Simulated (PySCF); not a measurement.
Si(Me)(Et)(Vi)(OMe), SMILES C=C[Si](C)(CC)OC (C6H14OSi) (GFN2-xTB optimised geometry):

```
22

C      2.078    -1.756    -0.609
C      1.294    -0.880     0.000
Si    -0.601    -0.880     0.000
C     -1.244    -1.865    -1.503
C     -1.275    -1.556     1.648
C     -2.795    -1.658     1.692
O     -1.163     0.659     0.000
C     -0.981     1.639    -0.980
H      3.155    -1.704    -0.564
H      1.674    -2.571    -1.186
H      1.771    -0.086     0.564
H     -0.747    -1.561    -2.420
H     -2.311    -1.706    -1.641
H     -1.086    -2.932    -1.384
H     -0.844    -2.541     1.828
H     -0.941    -0.918     2.466
H     -3.155    -2.345     0.931
H     -3.132    -2.019     2.663
H     -3.242    -0.684     1.514
H     -1.404     2.571    -0.604
H      0.080     1.785    -1.195
H     -1.489     1.361    -1.906
```

Level of theory: PBE0/def2-SVP run with PySCF 2.14.0.

Q: What are the frontier orbital energies and the dipole moment?

A: HOMO-2 -8.05 eV, HOMO-1 -7.60 eV, HOMO -7.48 eV, LUMO -0.10 eV, LUMO+1 1.64 eV; dipole moment 1.10 D.

Meta-Löwdin charges at PBE0/def2-SVP: C1 -0.20, C2 -0.35, Si3 1.06, C4 -0.57, C5 -0.41, C6 -0.29, O7 -0.61, C8 -0.07, H9 0.10, H10 0.10, H11 0.11, H12 0.11, H13 0.12, H14 0.12, H15 0.10, H16 0.11, H17 0.09, H18 0.10, H19 0.10, H20 0.11, H21 0.09, H22 0.09.
